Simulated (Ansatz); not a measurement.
`[SiH3][CH]1[CH2][GeH2]1` and `S[CH]1[CH2][GeH2]1` differ in one atom or group.

Ansatz, PBE0-D4/def2-TZVP geometries, multiplicity 1. Each molecule was computed in one conformer, which needn't be the lowest.

Scalar relativity is left out up to krypton.

| property | `[SiH3][CH]1[CH2][GeH2]1` |
| --- | --- |
| HOMO energy (PBE/def2-TZVPP) / eV | -5.59 |
| size of the dipole moment (ωB97M-V/def2-TZVPP) / D | 1.16 |
| LUMO energy (B3LYP/def2-TZVPP) / eV | -0.06 |
| LUMO energy (ωB97M-V/def2-TZVPP) / eV | 1.87 |
| HOMO–LUMO gap (ωB97M-V/def2-TZVPP) / eV | 10.54 |
| HOMO energy (PBE0/def2-TZVPP) / eV | -6.59 |

Problem. Give the same properties after the change, and the shifts. (Best estimate.)

Solution. The calculation gave: 
| property | `S[CH]1[CH2][GeH2]1` | shift |
| --- | --- | --- |
| HOMO energy (PBE/def2-TZVPP) / eV | -5.08 | 0.51 |
| size of the dipole moment (ωB97M-V/def2-TZVPP) / D | 1.59 | 0.43 |
| LUMO energy (B3LYP/def2-TZVPP) / eV | -0.26 | -0.20 |
| LUMO energy (ωB97M-V/def2-TZVPP) / eV | 1.78 | -0.09 |
| HOMO–LUMO gap (ωB97M-V/def2-TZVPP) / eV | 10.01 | -0.53 |
| HOMO energy (PBE0/def2-TZVPP) / eV | -6.14 | 0.45 |

With PBE0 the HOMO rises by 0.45 eV and the LUMO falls by 0.19 eV, so the gap narrows by about 0.64 eV. PBE moves the HOMO by 0.51 eV and ωB97M-V by 0.44 eV. Dipoles are sizes alone; their direction can turn.

Positive LUMOs are unbound, so they and the gaps depend on the basis.

B3LYP here is the variant with VWN-RPA as its local correlation; programs differ in this.
